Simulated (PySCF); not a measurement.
## PbS: from constants to spectrum

PBE0 constants of PbS, ¹Σ⁺ (singlet), closed shell (Pb cc-pVTZ-PP with ECP60, S cc-pV(T+d)Z; scalar-relativistic core potentials (PySCF 2.14); masses 207.9766 and 31.9721 u):

| Item | Value |
| --- | --- |
| ωe | 454.3 cm⁻¹ |
| ωexe | 0.991 cm⁻¹ |
| Be | 0.11619 cm⁻¹ |
| αe | 0.000364 cm⁻¹ |
| D (centrifugal) | 3.04e-08 cm⁻¹ |
| De to Pb + S | 4.58 eV |

Task: Estimate the standard entropy (1 bar) and heat capacity of the ideal gas at 1000 K, rigid rotor with B0 and harmonic oscillator at the fundamental.

Result: Translation (Sackur–Tetrode, M = 239.95 u): 202.4 J/(mol K). Rotation: q = kT/(σB0) = 5990 with σ = 1, 80.6. Vibration: x = hcν0/kT = 0.651, 12.03. S° = 295.0 J/(mol K); Cp = 7R/2 + 8.03 = 37.1 J/(mol K).

Measured values (Huber and Herzberg, Constants of Diatomic Molecules (1979)): ωe = 429.4 cm⁻¹, ωexe = 1.3 cm⁻¹, Be = 0.11631868 cm⁻¹, αe = 0.00043509 cm⁻¹.

These are scalar-relativistic numbers at best; spin–orbit coupling would shift them, the dissociation energy most.
